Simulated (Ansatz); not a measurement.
Consider the redistribution: `C[SiH2]P` + `CO[CH2][GaH2]` → `COC[SiH2]P` + `[CH3][GaH2]`.

Isolated molecules relaxed with PBE0-D4/def2-TZVP in Ansatz; ΔE leaves out vibrations. CCSD(T)/CBS adds triple-zeta CCSD(T) − MP2 to the extrapolated MP2 energy (def2 sets, frozen cores). DFT in def2-TZVPP. For Ga outer-core shells are correlated without core-valence functions, which leaves a few kJ/mol of doubt a bond. Scalar relativity is left out up to krypton. One conformer a species, not always the lowest.

```json
{"level": "PBE0-D4", "ΔE (kJ/mol)": "-3.2"}
{"level": "PBE0", "ΔE (kJ/mol)": "-3.2"}
```

**Question.** What does CCSD(T)/CBS give? (Estimate.)

**Answer.** Computed: -3.0 kJ/mol. The listed levels differ from it by -0.2, -0.2 kJ/mol.

Largest T1 diagnostic among the species: 0.012.
